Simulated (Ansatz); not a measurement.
Molecule (SMILES): Br[Si] (Si-Br), doublet.
Atoms: Si1, Br2. Bonds: Si1-Br2.

Basis-set convergence of the highest harmonic wavenumber at MP2 with Ansatz (a quantum-chemistry and plane-wave program). Each level at its own minimum, finite differences of forces, unscaled; the reference is a large set that could be run, not a limit. Cartesian d functions, on some or all atoms, in 6-31G*, 6-311G**; all else is spherical. Cores are frozen (with 3d on Ga to Br). Open shells are unrestricted. No added dispersion term, no relativity. Reference: the value in def2-QZVPP, 428 cm⁻¹, itself unsure by roughly 3 cm⁻¹ (its mean distance from cc-pV(Q+d)Z, aug-cc-pV(T+d)Z, def2-TZVPPD). Deviations are taken from unrounded values.

```json
[
 {"basis": "cc-pV(D+d)Z", "functions": "50", "highest harmonic wavenumber (cm⁻¹)": "424", "minus reference (cm⁻¹)": "-5"},
 {"basis": "def2-SVP", "functions": "50", "highest harmonic wavenumber (cm⁻¹)": "430", "minus reference (cm⁻¹)": "2"},
 {"basis": "6-31G*", "functions": "54", "highest harmonic wavenumber (cm⁻¹)": "426", "minus reference (cm⁻¹)": "-2"},
 {"basis": "aug-cc-pV(D+d)Z", "functions": "68", "highest harmonic wavenumber (cm⁻¹)": "406", "minus reference (cm⁻¹)": "-22"},
 {"basis": "6-311G**", "functions": "71", "highest harmonic wavenumber (cm⁻¹)": "419", "minus reference (cm⁻¹)": "-10"},
 {"basis": "pcseg-2", "functions": "77", "highest harmonic wavenumber (cm⁻¹)": "428", "minus reference (cm⁻¹)": "0"},
 {"basis": "cc-pV(T+d)Z", "functions": "82", "highest harmonic wavenumber (cm⁻¹)": "427", "minus reference (cm⁻¹)": "-1"},
 {"basis": "def2-TZVP", "functions": "85", "highest harmonic wavenumber (cm⁻¹)": "426", "minus reference (cm⁻¹)": "-2"},
 {"basis": "def2-TZVPP", "functions": "90", "highest harmonic wavenumber (cm⁻¹)": "427", "minus reference (cm⁻¹)": "-1"},
 {"basis": "def2-TZVPPD", "functions": "105", "highest harmonic wavenumber (cm⁻¹)": "425", "minus reference (cm⁻¹)": "-4"},
 {"basis": "aug-cc-pV(T+d)Z", "functions": "114", "highest harmonic wavenumber (cm⁻¹)": "422", "minus reference (cm⁻¹)": "-6"},
 {"basis": "cc-pV(Q+d)Z", "functions": "132", "highest harmonic wavenumber (cm⁻¹)": "427", "minus reference (cm⁻¹)": "-1"},
 {"basis": "def2-QZVPP", "functions": "159", "highest harmonic wavenumber (cm⁻¹)": "428", "minus reference (cm⁻¹)": "0"}
]
```

The smallest set listed that lies within 50 cm⁻¹ of the reference with all its larger relatives (same family, alike in diffuse functions; a set with none counts only in the reference's own line) is cc-pV(D+d)Z (50 functions, -5 cm⁻¹ off), level with def2-SVP. Inside, with no larger relative to test it: pcseg-2, def2-TZVPPD.
